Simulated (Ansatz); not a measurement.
Calculated with Ansatz (gas phase, PBE0-D4/def2-TZVP geometries, no zero-point term in ΔE). CCSD(T)/CBS is the MP2 limit (def2-TZVPP, def2-QZVPP) plus CCSD(T) − MP2 in def2-TZVPP, frozen cores. This one scheme is used for every species. Functionals use def2-TZVPP. One conformer a species, not always the lowest.

`FC(F)C(F)C(F)(F)C(F)F` + H–F → `FC(F)C(F)(F)F` + `FCC(F)F`  (substitution at a C–C bond)

`FC(F)C(F)C(F)(F)C(F)F`:

Cartesian coordinates in Å:
```
F 0.609 1.732 -2.189
C -0.113 0.866 -1.456
F -0.983 1.584 -0.701
C 0.828 0.091 -0.547
F 1.647 -0.642 -1.357
C 0.118 -0.878 0.401
F -0.745 -1.653 -0.301
F 1.048 -1.682 0.941
C -0.677 -0.218 1.539
F -1.045 -1.170 2.410
F 0.125 0.662 2.177
H -0.677 0.214 -2.128
H 1.430 0.792 0.038
H -1.564 0.300 1.173
```

H–F:

```xyz
2

F    -0.212   -0.219   -0.344
H     0.212    0.219    0.344
```

`FC(F)C(F)(F)F`:

```xyz
8

F    -0.821    0.157   -1.537
C     0.202    0.322   -0.684
F     0.395    1.635   -0.482
C    -0.151   -0.342    0.653
F    -0.346   -1.646    0.465
F    -1.246    0.183    1.182
F     0.857   -0.186    1.508
H     1.109   -0.123   -1.106
```

`FCC(F)F`:

Z-matrix (Å, degrees):
```
C
C 1 1.509
F 1 1.372 2 109.3
H 1 1.093 2 109.4 3 -119.5
H 1 1.093 2 109.5 3 119.8
F 2 1.356 1 108.3 3 173.8
F 2 1.352 1 110.4 3 -68.3
H 2 1.095 1 113.0 3 53.0
```

CCSD(T)/CBS gives +0.3 kcal/mol.

Task: Another level gave -3.4 kcal/mol. Which?
A. r2SCAN-D4/def2-TZVPP
B. SCS-MP2/def2-TZVPP
C. BLYP/def2-TZVPP
D. CAM-B3LYP/def2-TZVPP

Result: A. r2SCAN-D4 -3.4, CAM-B3LYP -5.3, BLYP -7.0, SCS-MP2/def2-TZVPP -1.6 kcal/mol.

Largest T1 diagnostic among the species: 0.012.

The D4 term adds +3.2 kcal/mol with B3LYP and +1.8 kcal/mol with PBE0; it sums over pairs of atoms, weighted by their polarisabilities, and B3LYP, whose exchange is more repulsive, gets the larger term. In def2-TZVPP, CCSD(T) changes the Hartree–Fock value by +8.5 kcal/mol (the triples alone add +0.9 kcal/mol) and MP2 by +9.5 kcal/mol. From BLYP to BHLYP (50 % exact exchange), in def2-TZVPP and without D4, ΔE moves by +1.0 kcal/mol.

B3LYP here is the variant with VWN-RPA as its local correlation; programs differ in this.
